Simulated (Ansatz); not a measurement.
Reaction (hydrogenolysis of the Si–F bond): `NB(O)[SiH](F)F` + H₂ → `NB(O)[SiH2]F` + H–F

Program: Ansatz. Geometries: PBE0-D4/def2-TZVP. ΔE: electronic, gas phase. CBS: MP2 limit from def2 TZ/QZ plus the TZ coupled-cluster correction, frozen cores. This one scheme is used for every species. DFT in def2-TZVPP. One conformer a species, not always the lowest.

```tsv
level	ΔE (kJ/mol)
PBE0-D4	114.5
HF/def2-TZVPP	124.5
MP2/def2-QZVPP	126.3
HF/CBS(def2)	127.0
```

Task: What does CCSD(T)/CBS give? (An estimate is asked.)

Result: Computed: +121.6 kJ/mol. The listed levels differ from it by -7.1, 2.9, 4.7, 5.4 kJ/mol.

Largest T1 diagnostic among the species: 0.013.

CCSD(T)/CBS has its own doubt, a few kJ/mol and more with outer-core shells, so smaller differences from it don't rank the levels.
